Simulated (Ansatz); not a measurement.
Cartesian coordinates in Å:
```
C -0.293 -1.474 0.594
N 0.251 -0.150 0.815
Si -0.224 1.220 -0.085
Se 0.080 1.132 -2.359
H 0.209 -2.020 -0.214
H -0.234 -2.074 1.506
H -1.349 -1.394 0.327
H 1.187 -0.154 1.191
H 0.525 2.370 0.474
H -1.696 1.389 0.006
H 1.545 1.157 -2.254
```

Charge 0, multiplicity 1.

Q: List the PBE0/def2-TZVPP orbital energies in eV (the Gaussian-basis code of Ansatz). (Estimate.)

A: Computed: Occupied: -12361.19, -1803.12, -1584.01, -1421.03, -1421.00, -1420.96, -391.18, -278.91, -214.42, -158.00, -157.90, -157.76, -145.36, -100.04, -100.01, -100.00, -58.01, -57.98, -57.86, -57.77, -57.76, -24.83, -19.46, -18.85, -15.13, -13.45, -12.26, -11.88, -10.86, -10.20, -9.63, -9.01, -7.15, -6.77. Lowest empty: 0.24, 0.58, 0.81, 1.52, 1.95, 2.04, 2.54, 3.49.
